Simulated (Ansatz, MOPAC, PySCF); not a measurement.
Lewis adduct: CH5Al (SMILES [CH3][AlH2]) (first 7 atoms) with H2O (SMILES O); geometry from B3LYP-D3(BJ)/def2-TZVP, rigid monomers moved along the line of their centres of mass till Al2···O8 is 3.66 Å.
(charge 0, multiplicity 1):
```xyz
10

C     -0.178     0.917    -0.612
Al    -0.330    -0.374     0.860
H      0.862     1.092    -0.902
H     -0.698     0.556    -1.506
H     -0.620     1.885    -0.360
H      0.585    -1.686     0.829
H     -1.714    -0.469     1.657
O      1.384     0.817     3.867
H      2.118     0.260     4.157
H      0.806     0.959     4.628
```

Counterpoise-corrected where a basis set is named; no monomer relaxation.

The state that AM1, PM3 reach isn't checked.

The values were computed with Ansatz (Gaussian orbitals); MOPAC for AM1, PM3 (differences of heats of formation); PySCF for the dispersion terms. Each number belongs to the level named beside it.

Problem. One of these levels gives -17.3 kJ/mol for the interaction energy. Name it.
A) r2SCAN-D4/def2-TZVPPD
B) PM3
C) AM1

Solution. A, r2SCAN-D4/def2-TZVPPD. The others give -3.7 (AM1), 11.1 (PM3)

Ansatz is a quantum-chemistry and plane-wave program.
